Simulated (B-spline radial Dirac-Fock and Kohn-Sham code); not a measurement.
## Dipole and non-dipole photoemission parameters of Gd 5d3/2

System: the free gadolinium atom, configuration [Xe] 4f7 5d1 6s2; threshold 4.69 eV (orbital energy of the model). Level of theory: Dirac-Hartree-Slater photoionisation with a Latter tail; cross sections with all multipoles, angular parameters from the dipole term and its interference with E2; an atomic code on a B-spline grid.

The run's input, task.json:

```json
{"items": [{
  "Z": 64,
  "q": 0,
  "cfg": [[1, 0, 2], [2, 0, 2], [2, 1, 6], [3, 0, 2], [3, 1, 6], [3, 2, 10], [4, 0, 2], [4, 1, 6], [4, 2, 10], [4, 3, 7], [5, 0, 2], [5, 1, 6], [5, 2, 1], [6, 0, 2]],
  "A": 158,
  "rrms": 5.1569,
  "do": "xps",
  "hv": [66.3, 89.6, 90.2, 100, 150, 187.0, 300, 438.0, 562.0, 566.0, 600, 713.0, 766.0, 820.0, 1000, 1010.0, 1110.0, 1253.6, 1420.0, 1960.0, 2984.4, 3950.0, 4780.0, 9190.0, 9251.7, 9350.0, 9750.0, 11400.0, 12700.0],
  "edges": {"K": 50239.0, "L1": 8376.0, "L2": 7930.0, "L3": 7243.0, "M1": 1881.0, "M2": 1688.0, "M3": 1544.0, "M4": 1221.9, "M5": 1189.6, "N1": 378.6, "N2": 286.0, "N3": 271.0, "N4": 142.6, "N5": 142.6}
}]}
```

Command: `python xray2_run.py task.json out`

For linearly polarised light dσ/dΩ = σ/(4π) [1 + β P₂(cos θ) + (δ + γ cos²θ) sin θ cos φ], with θ from the polarisation vector and φ the angle between the beam and the projection of the electron momentum on the plane normal to the polarisation.

| hν (eV) | σ (kb) | β | γ | δ |
| --- | --- | --- | --- | --- |
| 66.3 | 52.4 | 1.699 | 0.141 | 0.013 |
| 89.6 | 14.1 | 1.991 | 0.203 | 0.001 |
| 90.2 | 13.7 | 1.992 | 0.203 | 0.001 |
| 100 | 8.42 | 1.940 | 0.193 | -0.003 |
| 150 | 2.26 | -0.309 | -0.115 | 0.050 |
| 187 | 2.35 | -0.614 | -0.034 | 0.065 |
| 300 | 2.72 | 0.301 | 0.163 | 0.023 |
| 438 | 2.22 | 0.796 | 0.114 | 0.001 |
| 562 | 1.73 | 1.012 | 0.046 | -0.003 |
| 566 | 1.71 | 1.017 | 0.044 | -0.003 |
| 600 | 1.59 | 1.058 | 0.029 | -0.002 |
| 713 | 1.26 | 1.162 | -0.008 | -0.001 |
| 766 | 1.13 | 1.198 | -0.019 | 0.001 |
| 820 | 1.02 | 1.229 | -0.027 | 0.002 |
| 1000 | 0.722 | 1.302 | -0.033 | 0.008 |
| 1010 | 0.709 | 1.305 | -0.032 | 0.008 |
| 1110 | 0.594 | 1.331 | -0.024 | 0.011 |
| 1253.6 | 0.467 | 1.357 | -0.003 | 0.015 |
| 1420 | 0.360 | 1.376 | 0.031 | 0.020 |
| 1960 | 0.173 | 1.392 | 0.175 | 0.033 |
| 2984.4 | 0.0595 | 1.350 | 0.468 | 0.056 |
| 3950 | 0.0273 | 1.289 | 0.710 | 0.078 |
| 4780 | 0.0156 | 1.237 | 0.887 | 0.096 |
| 9190 | 0.00194 | 1.008 | 1.530 | 0.200 |
| 9251.7 | 0.00190 | 1.005 | 1.536 | 0.202 |
| 9350 | 0.00183 | 1.001 | 1.546 | 0.204 |
| 9750 | ? | ? | ? | ? |
| 11400 | 0.000929 | 0.921 | 1.730 | 0.252 |
| 12700 | 0.000636 | 0.877 | 1.826 | 0.282 |

Q: Give the values at 9750 eV.

A: σ = 0.00159 kb, β = 0.984, γ = 1.586, δ = 0.213.

Values without a named source are computed, but for edge energies of neutral atoms, which are taken from tables.
